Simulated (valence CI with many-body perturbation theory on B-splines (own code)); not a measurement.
# Level structure of Zn17+

Computed by configuration interaction combined with many-body perturbation theory (CI+MBPT): three valence electrons over a frozen Dirac-Fock core [Ne], radial functions for each j: 11 s, 11 p, 10 d, 8 f, 5 g, 2 h, with the one-electron correlation potential Σ1, the two-electron term Σ2, the three-electron term Σ3, Breit, model QED; selected CI, second order for the rest, scaled by the run's own slope (own B-spline code, finite nucleus).

No measured spectrum was set against this ion. As an estimate, levels of excited configurations hold to 0.05 to 0.15 % of their energy, terms of the ground configuration to about 0.5 %.

Levels 1 to 45 of 158, with energies above the lowest level, 3s²3p ²P°_1/2. "Leading %" is the weight of the configuration and term that name the level; weights of strongly mixed levels are sums over their largest components and can fall short. Lifetimes count E1, E2, E3, M1 and M2 decay at the calculated energies, and are blank where another channel may lead or the interval is too uncertain; long ones can be off by a factor of two.

```tsv
No.	Configuration	Term	J	E (cm⁻¹)	Leading %	Second component	Lifetime
1	3s²3p	²P°	1/2	0	98		
2	3s²3p	²P°	3/2	39500	97		1.80 ms
3	3s3p²	⁴P	1/2	295210	97		6.80 ns
4	3s3p²	⁴P	3/2	313060	99		40.7 ns
5	3s3p²	⁴P	5/2	331470	93	6 % 3s3p² ²D	8.17 ns
6	3s3p²	²D	3/2	398430	85	11 % 3s²3d ²D	227 ps
7	3s3p²	²D	5/2	405790	82	11 % 3s²3d ²D	358 ps
8	3s3p²	²S	1/2	472970	54	41 % 3s3p² ²P	29.2 ps
9	3s3p²	²P	1/2	513760	56	42 % 3s3p² ²S	24.1 ps
10	3s3p²	²P	3/2	524780	94		17.2 ps
11	3s²3d	²D	3/2	609330	85	12 % 3s3p² ²D	16.9 ps
12	3s²3d	²D	5/2	614330	86	11 % 3s3p² ²D	19.7 ps
13	3p³	²D°	3/2	752740	52	22 % 3s3p3d ²D°	82.2 ps
14	3p³	²D°	5/2	765480	68	30 % 3s3p3d ²D°	163 ps
15	3p³	⁴S°	3/2	774010	80	11 % 3p³ ²D°	23.2 ps
16	3s3p3d	⁴F°	3/2	829120	96		929 ps
17	3s3p3d	⁴F°	5/2	837570	96		868 ps
18	3p³	²P°	1/2	843000	81	17 % 3s3p3d ²P°	41.0 ps
19	3s3p3d	⁴F°	7/2	850240	97		904 ps
20	3p³	²P°	3/2	854870	64	13 % 3s3p3d ²P°	41.6 ps
21	3s3p3d	⁴F°	9/2	869190	100		
22	3s3p3d	⁴P°	5/2	889950	60	30 % 3s3p3d ⁴D°	26.6 ps
23	3s3p3d	⁴D°	3/2	893640	63	33 % 3s3p3d ⁴P°	21.1 ps
24	3s3p3d	⁴D°	1/2	895500	89	9 % 3s3p3d ⁴P°	18.2 ps
25	3s3p3d	⁴D°	7/2	916620	96		19.6 ps
26	3s3p3d	⁴D°	5/2	917930	68	23 % 3s3p3d ⁴P°	20.3 ps
27	3s3p3d	⁴P°	1/2	918760	90	9 % 3s3p3d ⁴D°	27.0 ps
28	3s3p3d	⁴P°	3/2	918920	62	35 % 3s3p3d ⁴D°	23.7 ps
29	3s3p3d	²D°	3/2	933160	73	18 % 3p³ ²D°	20.7 ps
30	3s3p3d	²D°	5/2	934820	60	15 % 3s3p3d ⁴P°	23.0 ps
31	3s3p3d	²F°	5/2	959390	90	8 % 3s3p3d ²D°	40.5 ps
32	3s3p3d	²F°	7/2	989610	99		38.2 ps
33	3s3p3d	²P°	3/2	1036600	68	14 % 3p³ ²P°	13.8 ps
34	3s3p3d	²P°	1/2	1055600	88	10 % 3p³ ²P°	17.1 ps
35	3s3p3d	²F°	7/2	1056300	97		14.9 ps
36	3s3p3d	²F°	5/2	1061200	95		13.9 ps
37	3s3p3d	²P°	1/2	1082300	90	5 % 3p³ ²P°	11.2 ps
38	3s3p3d	²D°	3/2	1085400	55	37 % 3s3p3d ²P°	10.9 ps
39	3s3p3d	²D°	5/2	1090300	82	12 % 3p³ ²D°	9.73 ps
40	3s3p3d	²P°	3/2	1090600	68	19 % 3s3p3d ²D°	11.0 ps
41	3p²3d	⁴F	3/2	1244900	86	5 % 3p²3d ⁴D	43.2 ps
42	3p²3d	²F	5/2	1246600	85	11 % 3s3d² ²F	112 ps
43	3p²3d	⁴F	5/2	1255800	88	9 % 3p²3d ⁴D	42.3 ps
44	3p²3d	²F	7/2	1259200	72	10 % 3s3d² ²F	83.8 ps
45	3p²3d	⁴F	7/2	1270500	82	12 % 3p²3d ⁴D	42.4 ps
```

Names give the largest LS component (configuration and term), which can be under half, so a name can repeat, a term be missing and a line seem to break the LS rules; names also repeat where a configuration has a term twice.

Where two levels of one J and parity lie close, their mixing, g and order are uncertain.

The ionisation energy to 3s² ¹S0 of the next ion comes out as 617.63 eV (NIST: 613.3 ± 2.4 eV (semi-empirical)). All 158 levels together are meant to be complete up to 2635700 cm⁻¹.
